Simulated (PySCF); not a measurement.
Method: PBE-D3(BJ)/def2-TZVP // PBE0-D3(BJ)/def2-TZVP run with PySCF 2.14.0. All species are isolated molecules in the gas phase. 

Reference species (SMILES): `[SiH3][Si@@H]1C[SiH2]1` (neutral, multiplicity 1).

```json
{
  "dipole_moment": "0.51 D",
  "HOMO–LUMO gap": "4.41 eV",
  "LUMO": "-1.29 eV"
}
```

Changed species: `C1[SiH2][SiH2][SiH2]1`.

### Question
Predict the effect on the dipole moment, HOMO–LUMO gap and LUMO.

### Answer
the dipole moment goes up by 0.14 D, to 0.65 D; the HOMO–LUMO gap increases by 0.09 eV, to 4.50 eV; the LUMO decreases by 0.37 eV, to -1.66 eV.
